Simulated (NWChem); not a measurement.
MgSiH3OF; SMILES [F][Mg][O][SiH3]

```xyz
7

Mg     0.0173    -1.4441     0.0000
F      0.1892    -3.1727     0.0000
O     -0.1607     0.3402     0.0000
Si    -0.3173     1.9660     0.0000
H     -1.0610     2.4478    -1.2023
H      1.0118     2.6475     0.0000
H     -1.0610     2.4478     1.2023
```
Atoms are numbered in this order, from 1.

Computed with NWChem. Coordinates come from a B3LYP/6-31G* (spherical d) optimisation. GIAO values for the isolated, static molecule; σ is the absolute isotropic shielding, δ = σ(reference) − σ with the isolated reference molecule computed at the same levels (19F: trichlorofluoromethane, 1H: tetramethylsilane, 17O: water, 29Si: tetramethylsilane).

For level KT2/pcSseg-1:

| Property | Value |
|---|---|
| δ F2 (ppm) | -301.2 |
| δ O3 (ppm) | -36.5 |
| δ Si4 (ppm) | -41.7 |

**Question.** How do the values read with level PBE/pcSseg-1 instead?

**Answer.** 
| Item | Value |
|---|---|
| δ F2 (ppm) | -294.2 |
| δ O3 (ppm) | -30.6 |
| δ Si4 (ppm) | -46.3 |
